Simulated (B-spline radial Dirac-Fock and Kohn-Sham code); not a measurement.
## Binding energies of Zn⁺ at several levels of theory

System: Zn⁺ in the configuration 1s2 2s2 2p6 3s2 3p6 3d10 4s1.

The density-functional columns are spherical, spin-unpolarised Dirac-Kohn-Sham results without Breit or QED terms: −ε is minus the orbital energy of the initial state and ΔSCF the difference of two total energies. The reference in the last column comes from relaxed Dirac-Fock hole states (ΔSCF) with Breit and QED corrections and a finite nucleus. All numbers are from a radial atomic solver, in eV; a selection of levels is shown. For the 1s level of heavy atoms much of the gap between ΔSCF and the reference is the Breit and QED part, -18.1 eV here; for other levels the error of the functional can be larger.

| level | PBE −ε | PBE ΔSCF | LDA −ε | LDA ΔSCF | Dirac-Fock |
| --- | --- | --- | --- | --- | --- |
| K | 9532.8 | 9714.3 | 9514.3 | 9695.3 | 9677.2 |
| L1 | 1167.4 | 1194.0 | 1165.3 | 1192.1 | 1216.8 |
| L2 | 1029.2 | 1062.4 | 1028.7 | 1061.9 | 1062.4 |
| L3 | 1005.3 | 1037.7 | 1004.9 | 1037.3 | 1039.0 |
| M2 | 95.12 | 104.9 | 95.08 | 104.9 | 110.6 |
| M3 | 92.06 | 101.8 | 92.00 | 101.8 | 107.6 |
| M4 | 19.98 | 28.80 | 20.34 | 29.18 | 25.36 |
| M5 | 19.62 | 28.41 | 19.98 | 28.79 | 25.03 |
| N1 | 14.00 | 18.44 | 14.34 | 18.76 | 16.83 |

Q: Order the estimates of the K (1s) level by their distance from the Dirac-Fock value, nearest first.
A. LDA −ε
B. LDA ΔSCF
C. PBE ΔSCF
D. PBE −ε

A: B (18.0 eV), C (37.0 eV), D (144.5 eV), A (162.9 eV).

For the outermost level NIST gives 17.96439 eV (measured); the differences from it are PBE −ε -3.97, PBE ΔSCF +0.48, LDA −ε -3.62, LDA ΔSCF +0.80, Dirac-Fock -1.13 eV.

Values without a named source are computed, but for edge energies of neutral atoms, which are taken from tables.
